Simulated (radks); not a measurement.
Question: Spherical quantum dot in the effective-mass picture: electrons in a hard-walled sphere of radius 2.69, with a point charge +1 (a donor) at the centre, all in effective atomic units (hartree* = m*/eps^2 hartree, bohr* = eps/m* bohr), one dielectric constant everywhere. Calculated with a radial shooting solver with Libxc functionals: non-relativistic Kohn-Sham, exchange-only LDA, spin-polarised, spherical densities. Levels are named by radial order and angular momentum (1s, 1p, 1d, 2s, ...), and open shells are averaged over m. Results are scaled to m* = 0.037 and eps = 5.1, for which hartree* = 38.71 meV and bohr* = 7.294 nm. At N = 32 the configuration is 1s2 1p6 1d10 2s(up 1, down 0) 1f(up 7, down 6). Does electron 33 go into 1g up or 2s down or 1f down?

Answer: Into 1f down. The total energies of the other choices lie higher by 5.10 meV (2s down), 40.3 meV (1g up).
